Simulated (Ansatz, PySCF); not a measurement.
Barrier from R1 to the saddle point P1, each structure at its B3LYP-D3(BJ)/def2-TZVP stationary point, reached from a drawn start; harmonic modes at that level show the others as minima.
P1, AlH4P, a first-order saddle point (one imaginary mode, 400i cm⁻¹) (charge 0, multiplicity 1):
| atom | x (Å) | y (Å) | z (Å) |
|---|---|---|---|
| Al | -1.1583 | 0.0000 | 0.0000 |
| P | 1.0674 | 0.0000 | 0.0000 |
| H | -1.8527 | 1.4094 | 0.0000 |
| H | -1.8527 | -1.4094 | 0.0000 |
| H | 1.8981 | 1.1216 | 0.0000 |
| H | 1.8981 | -1.1216 | 0.0000 |
R1, AlH4P (SMILES [AlH2][PH2]) (charge 0, multiplicity 1):
```xyz
6

Al    -0.9528     0.0000    -0.2745
P      1.3767     0.0000    -0.3180
H     -1.7289     1.3753    -0.3289
H     -1.7289    -1.3753    -0.3289
H      1.5170     1.0498     0.6253
H      1.5170    -1.0498     0.6253
```

P less R. No zero-point or thermal terms. No path was followed down from the saddle.

Cores are frozen in the correlated methods. CBS: X⁻³ extrapolation of the correlation energy, Hartree–Fock from the larger set.

Programs: Ansatz (a first-principles code) with Gaussian orbitals; PySCF for the D3/D4 terms. No computed number here is a measurement.

PBE/def2-TZVPP gives 9.40 kcal/mol for the barrier height.

**Question.** How do the other levels lie against it? Give each less PBE: PBE-D3(BJ)/def2-TZVPP, r2SCAN/def2-TZVPP, PBE0/def2-TZVPP, wB97M-V/def2-TZVPP, B2PLYP/def2-TZVPP, MP2/CBS(cc-pV(T+d)Z, cc-pV(Q+d)Z), CCSD(T)/CBS(cc-pV(T+d)Z, cc-pV(Q+d)Z).

**Answer.** PBE-D3(BJ)/def2-TZVPP 0.05; r2SCAN/def2-TZVPP -0.64; PBE0/def2-TZVPP -0.06; wB97M-V/def2-TZVPP 0.27; B2PLYP/def2-TZVPP -0.06; MP2/CBS(cc-pV(T+d)Z, cc-pV(Q+d)Z) -0.40; CCSD(T)/CBS(cc-pV(T+d)Z, cc-pV(Q+d)Z) -0.35 kcal/mol. 2 of 7 lie above PBE; the widest gap is to r2SCAN/def2-TZVPP.
